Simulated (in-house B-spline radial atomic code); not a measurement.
A radial electron density 4πr²n(r) was computed for an atom or ion in its tabulated ground configuration with an all-electron radial atomic-structure program (B-spline basis); method: Dirac-Kohn-Sham PBEsol, spherical fractional occupations. Columns: r (bohr), 4πr²n(r) (electrons per bohr), bar.

```
0.000954    2.765 #
 0.00117    3.898 ##
 0.00144    5.494 ##
 0.00178    7.739 ###
 0.00218    10.64 #####
 0.00269    14.65 ######
  0.0033    19.71 ########
 0.00407    26.28 ###########
   0.005    34.15 ###############
 0.00615    43.35 ###################
 0.00756    53.34 #######################
  0.0093    63.31 ###########################
  0.0114    71.79 ###############################
  0.0141    77.68 #################################
  0.0173    79.31 ##################################
  0.0213     76.9 #################################
  0.0262    72.38 ###############################
  0.0322    69.61 ##############################
  0.0396    72.71 ###############################
  0.0488    83.01 ####################################
    0.06    95.74 #########################################
  0.0738    102.1 ############################################
  0.0907    96.14 #########################################
   0.112    82.38 ###################################
   0.137    75.38 ################################
   0.169    81.56 ###################################
   0.208    88.69 ######################################
   0.255    78.37 ##################################
   0.314    52.39 #######################
   0.386    34.14 ###############
   0.475     34.4 ###############
   0.585    38.15 ################
   0.719     31.1 #############
   0.884    18.94 ########
    1.09    11.62 #####
    1.34    9.125 ####
    1.65     6.69 ###
    2.02    3.557 ##
    2.49    1.185 #
    3.06   0.2436 
    3.77  0.02743 
    4.63 0.001574 
     5.7 3.766e-05
```

(1) Which atom or ion is it?
A. Nd4+
B. Sm5+
C. Ce4+
D. Pr4+

## Answers

(1) D. The area under the curve, ∫4πr²n dr = ∫r·4πr²n d(ln r) on this logarithmic grid, is 55 electrons, which only this option has. The configuration is [Xe] 4f1.
